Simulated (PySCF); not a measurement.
Compound: C6H7FN (doublet state).
Z-matrix (Å and degrees, GFN2-xTB geometry), rows numbered from 1:
```
C 
C   1  1.3614
C   2  1.3890  1  125.59
C   3  1.5022  2  128.35  1    -0.05
C   4  1.4964  3  100.78  2  -179.96
F   5  1.3441  4  122.10  3   179.98
C   5  1.3411  4  111.26  3     0.01
N   7  1.3753  5  108.74  4    -0.02
H   1  1.0744  2  121.70  3     0.03
H   1  1.0735  2  120.99  3   179.98
H   2  1.0837  1  118.37  3   179.96
H   4  1.0970  3  112.41  2    60.32
H   4  1.0971  3  112.45  2   -60.19
H   7  1.0722  5  129.71  4  -179.98
H   8  1.0046  3  123.73  2    -0.09
```

The hyperfine couplings belong to this conformer and change with its torsions.

The species is `C=C[C]1CC(F)=CN1` [radical].

Level of theory: UKS B3LYP, pcH-1 on C F H N, non-relativistic, mean-field spin-orbit, GIAO in PySCF. One conformer (not necessarily the lowest) at the GFN2-xTB geometry, without solvent, vibrations or thermal averaging. The geometry wasn't refined by DFT: couplings that depend on bond lengths, twists or pyramidal angles can differ widely from those at the functional's own minimum. No stability test was run, so a lower SCF solution isn't excluded.

Task: What is the g tensor, term by term?

Result: 
| Δg (ppm) | 1 | 2 | 3 |
| --- | --- | --- | --- |
| relativistic mass correction | -166 | -166 | -166 |
| gauge correction | 2 | 43 | 31 |
| orbital Zeeman/spin–orbit | -16 | 808 | 1271 |
| total | -180 | 684 | 1135 |

So g = 2.00214, 2.00300, 2.00345 and g_iso = 2.00287; the tensor is rhombic: the two nearest values differ by 34 % of g3 − g1. Axes: g2 points within 15° of the C3–N8 bond and g3 points within 15° of the C1–H10 bond.

Task: How much does each term add to the isotropic shift?

Result: The orbital-Zeeman/spin–orbit term 688, the mass correction -166 and the gauge correction 25 ppm, for a total of 546 ppm. The orbital-Zeeman/spin–orbit term is the largest in size. The mass correction is the same along every axis, so the anisotropy comes from the other two: their spans along these axes are 41 (gauge) and 1286 ppm (orbital Zeeman/spin–orbit).

Task: What effective moment and Curie constant follow for a powder?

Result: With the mean of g² = 4.0115 and S(S+1) = 0.75: μ_eff = √(⟨g²⟩S(S+1)) = 1.735 μB and χT = 0.12505·⟨g²⟩·S(S+1) = 0.376 cm³ K/mol (cgs; spin-Hamiltonian part alone).

Task: At 9.402 GHz, how far is the centre of the isotropic spectrum from where a free electron (g = 2.002319) resonates?

Result: B = hν/(g μB) with μB/h = 13.99624 MHz/mT gives 335.49 mT for the free electron and 335.40 mT at g_iso, 0.09 mT lower.

Task: In a frozen sample, at which fields do the three g values resonate at 9.5, 34, 94 and 263 GHz (hyperfine left aside), and which band first spreads them over more than twice a line width of 0.3 mT?

Result: 
| band | GHz | B(g3) mT | B(g2) mT | B(g1) mT | spread mT |
| --- | --- | --- | --- | --- | --- |
| X | 9.5 | 338.79 | 338.87 | 339.01 | 0.22 |
| Q | 34.0 | 1212.52 | 1212.79 | 1213.31 | 0.80 |
| W | 94.0 | 3352.25 | 3353.01 | 3354.46 | 2.20 |
| J | 263.0 | 9379.18 | 9381.29 | 9385.34 | 6.16 |

The spread grows in proportion to the frequency. Q band is the first where it exceeds 0.6 mT.

The largest Mulliken spin populations are on C1 (+0.54), C3 (+0.48), C2 (-0.19) and C5 (+0.14). The angles at C1 add up to 360.0°, so it is planar.

The HOMO–LUMO gaps are 4.37 eV among the α and 4.17 eV among the β orbitals.
